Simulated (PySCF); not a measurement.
Simulation results for B2H3O2, AlBFH2, AlBClH4, C2H9AlSi and others

All values are calculated (PySCF 2.14.0). Calculation on a computer-drawn molecule: the log of a Hartree-Fock and frozen-core CCSD(T) single point meant for a local Hartree-Fock minimum, with one planted fault or none, to be diagnosed. Offsets are logged minus clean, where the clean run is the same molecule without the fault. The reference is restricted for singlets and unrestricted otherwise, and also for a bond in bohr or an excited solution. Adding or removing an electron swaps singlet and doublet. The excited solution moves the top pair (singlet) or top alpha electron (doublet) to the lowest empty orbital. Highest occupied and lowest empty are orbital energies over both spins, largest force is the largest gradient component, triples share is (T) over the correlation energy, the T1 limit is 0.02 restricted and 0.045 unrestricted, electrons count all cores, a negative frequency is imaginary (commonest isotopes), and the dipole is about the centre of nuclear charge.

Common to all runs: logged SCF converged yes; possible faults no fault, one electron removed, one electron added, multiplicity raised by two, geometry at a saddle point, SCF held on an excited solution, minimal basis STO-3G, one bond length entered in bohr, all coordinates scaled.

(1) 
```xyz
7
formula=B2H3O2 meant_charge=0 meant_multiplicity=2 meant_basis=cc-pVDZ logged_electrons=29 logged_basis_functions=71 logged_spin_squared=0.7578 logged_highest_occupied=-8.346 logged_lowest_empty=2.2778 logged_largest_force=0.0813 logged_T1_diagnostic=0.012999 logged_D1_diagnostic=0.046998 logged_triples_share=0.021903 logged_CC_converged=yes logged_dipole_magnitude=2.899 logged_SCF_stable_within_its_kind=yes logged_energy_HF=-200.85076 logged_energy_CCSD(T)=-201.39042 planted_fault=all_coordinates_scaled,by_-5.7_% HF_energy_offset_from_clean_run=16.92 CCSD(T)_energy_offset_from_clean_run=23
B     -0.2881    -0.8033    -1.8271
B      0.8600    -1.6197    -1.0859
O      1.5007    -2.5175    -1.7511
O      1.0742    -1.3811     0.1616
H     -0.4527     0.1358    -2.4218
H      2.1102    -2.9802    -1.2934
H      1.6985    -1.8837     0.5524
```

Units: logged_highest_occupied, logged_lowest_empty in eV; logged_largest_force in hartree/bohr; logged_dipole_magnitude in debye; logged_energy_HF, logged_energy_CCSD(T) in hartree; HF_energy_offset_from_clean_run, CCSD(T)_energy_offset_from_clean_run in kcal/mol.

Drawn bonds:
```
atom  other atom  order
   1           2      1
   2           3      1
   2           4      1
   1           5      1
   3           6      1
   4           7      1
```

(2) 
```xyz
5
formula=AlBFH2 meant_charge=0 meant_multiplicity=2 meant_basis=cc-pV(D+d)Z logged_electrons=29 logged_basis_functions=21 logged_spin_squared=0.7681 logged_highest_occupied=-4.0003 logged_lowest_empty=7.5356 logged_largest_force=0.027103 logged_T1_diagnostic=0.021681 logged_D1_diagnostic=0.079931 logged_triples_share=0.045432 logged_CC_converged=yes logged_dipole_magnitude=1.9568 logged_SCF_stable_within_its_kind=yes logged_energy_HF=-362.53471 logged_energy_CCSD(T)=-362.64334 planted_fault=minimal_basis_STO-3G HF_energy_offset_from_clean_run=2925 CCSD(T)_energy_offset_from_clean_run=3076
F     -1.4950     0.0340     1.7380
B     -1.3129    -0.4743     0.5123
Al     0.4227     0.0998    -0.6545
H     -2.1236    -1.3024     0.1741
H      0.3737     1.2699    -1.7343
```

Units: logged_highest_occupied, logged_lowest_empty in eV; logged_largest_force in hartree/bohr; logged_dipole_magnitude in debye; logged_energy_HF, logged_energy_CCSD(T) in hartree; HF_energy_offset_from_clean_run, CCSD(T)_energy_offset_from_clean_run in kcal/mol.

Drawn bonds:
```
atom  other atom  order
   1           2      1
   2           3      1
   2           4      1
   3           5      1
```

(3) 
```xyz
7
formula=AlBClH4 meant_charge=-1 meant_multiplicity=1 meant_basis=aug-cc-pV(D+d)Z logged_electrons=40 logged_basis_functions=123 logged_spin_squared=2.0134 logged_highest_occupied=-2.8422 logged_lowest_empty=3.2234 logged_largest_force=0.048425 logged_T1_diagnostic=0.020434 logged_D1_diagnostic=0.095942 logged_triples_share=0.028993 logged_CC_converged=yes logged_dipole_magnitude=3.1813 logged_SCF_stable_within_its_kind=yes logged_energy_HF=-728.39932 logged_energy_CCSD(T)=-728.78159 planted_fault=multiplicity_raised_by_two HF_energy_offset_from_clean_run=44.93 CCSD(T)_energy_offset_from_clean_run=54.23
Al    -0.5590     0.1226    -0.7517
B      1.5478     0.6567    -1.1317
Cl     2.6913    -0.2175    -2.2876
H     -1.4545     1.4460    -1.1424
H     -1.0412    -1.1765    -1.6195
H     -0.6808    -0.1798     0.8607
H      2.1715     1.5657    -0.6310
```

Units: logged_highest_occupied, logged_lowest_empty in eV; logged_largest_force in hartree/bohr; logged_dipole_magnitude in debye; logged_energy_HF, logged_energy_CCSD(T) in hartree; HF_energy_offset_from_clean_run, CCSD(T)_energy_offset_from_clean_run in kcal/mol.

Drawn bonds:
```
atom  other atom  order
   1           2      1
   2           3      1
   1           4      1
   1           5      1
   1           6      1
   2           7      1
```

(4) 
```xyz
13
formula=C2H9AlSi meant_charge=0 meant_multiplicity=1 meant_basis=cc-pV(D+d)Z logged_electrons=48 logged_basis_functions=119 logged_spin_squared=0 logged_highest_occupied=-3.5423 logged_lowest_empty=-5.5806 logged_largest_force=0.11563 logged_CC_converged=no logged_dipole_magnitude=7.6954 logged_SCF_stable_within_its_kind=no logged_energy_HF=-611.30595 planted_fault=SCF_held_on_an_excited_solution HF_energy_offset_from_clean_run=335
C     -0.6622     1.4873     1.0597
Si    -0.8660     0.2252    -0.3233
C     -1.4774     1.0190    -1.9158
Al    -0.2964     2.2907    -2.8314
H     -1.6100     1.9904     1.2725
H      0.0731     2.2556     0.8019
H     -0.3273     0.9999     1.9795
H      0.4456    -0.4361    -0.5681
H     -1.8098    -0.8309     0.1276
H     -1.7106     0.2045    -2.6146
H     -2.4252     1.5232    -1.6797
H      0.6136     1.8127    -4.0347
H     -0.2450     3.8068    -2.3764
```

Units: logged_highest_occupied, logged_lowest_empty in eV; logged_largest_force in hartree/bohr; logged_dipole_magnitude in debye; logged_energy_HF in hartree; HF_energy_offset_from_clean_run in kcal/mol.

Drawn bonds:
```
atom  other atom  order
   1           2      1
   2           3      1
   3           4      1
   1           5      1
   1           6      1
   1           7      1
   2           8      1
   2           9      1
   3          10      1
   3          11      1
   4          12      1
   4          13      1
```

Notes: CCSD not converged.

(5) 
```xyz
10
formula=CH6NOSi meant_charge=0 meant_multiplicity=2 meant_basis=cc-pV(D+d)Z logged_electrons=41 logged_basis_functions=95 logged_spin_squared=0.7537 logged_highest_occupied=-8.4167 logged_lowest_empty=2.0018 logged_largest_force=3.011e-05 logged_lowest_frequency=65.502 logged_T1_diagnostic=0.013301 logged_D1_diagnostic=0.061817 logged_triples_share=0.024999 logged_CC_converged=yes logged_dipole_magnitude=2.0346 logged_SCF_stable_within_its_kind=yes logged_energy_HF=-459.58534 logged_energy_CCSD(T)=-460.22607 planted_fault=no_fault HF_energy_offset_from_clean_run=0 CCSD(T)_energy_offset_from_clean_run=0
O      0.7136    -0.0520     1.4187
C      0.9420    -0.5192     0.1160
N      0.0691     0.1328    -0.8023
Si    -1.5677    -0.3361    -1.1077
H      1.3196    -0.4702     2.0136
H      1.9822    -0.3345    -0.1709
H      0.7667    -1.5986     0.0617
H      0.3035     1.0984    -0.9426
H     -2.4390    -0.4434     0.0929
H     -2.1251     0.6731    -2.0400
```

Units: logged_highest_occupied, logged_lowest_empty in eV; logged_largest_force in hartree/bohr; logged_lowest_frequency in cm⁻¹; logged_dipole_magnitude in debye; logged_energy_HF, logged_energy_CCSD(T) in hartree; HF_energy_offset_from_clean_run, CCSD(T)_energy_offset_from_clean_run in kcal/mol.

Drawn bonds:
```
atom  other atom  order
   1           2      1
   2           3      1
   3           4      1
   1           5      1
   2           6      1
   2           7      1
   3           8      1
   4           9      1
   4          10      1
```

(6) 
```xyz
6
formula=B2ClH3 meant_charge=0 meant_multiplicity=1 meant_basis=cc-pV(D+d)Z logged_electrons=29 logged_basis_functions=66 logged_spin_squared=0.7728 logged_highest_occupied=-18.49 logged_lowest_empty=-9.1725 logged_largest_force=0.040227 logged_T1_diagnostic=0.041959 logged_D1_diagnostic=0.20333 logged_triples_share=0.031709 logged_CC_converged=yes logged_dipole_magnitude=1.4859 logged_SCF_stable_within_its_kind=yes logged_energy_HF=-510.24291 logged_energy_CCSD(T)=-510.58576 planted_fault=one_electron_removed HF_energy_offset_from_clean_run=236.2 CCSD(T)_energy_offset_from_clean_run=240.8
B      0.1324     1.0005     0.1291
B      0.4459     1.3269    -1.5015
Cl     1.7904     2.4106    -1.9121
H     -0.6187     1.6863     0.7680
H      0.6541     0.0755     0.6900
H     -0.1687     0.8851    -2.4279
```

Units: logged_highest_occupied, logged_lowest_empty in eV; logged_largest_force in hartree/bohr; logged_dipole_magnitude in debye; logged_energy_HF, logged_energy_CCSD(T) in hartree; HF_energy_offset_from_clean_run, CCSD(T)_energy_offset_from_clean_run in kcal/mol.

Drawn bonds:
```
atom  other atom  order
   1           2      1
   2           3      1
   1           4      1
   1           5      1
   2           6      1
```
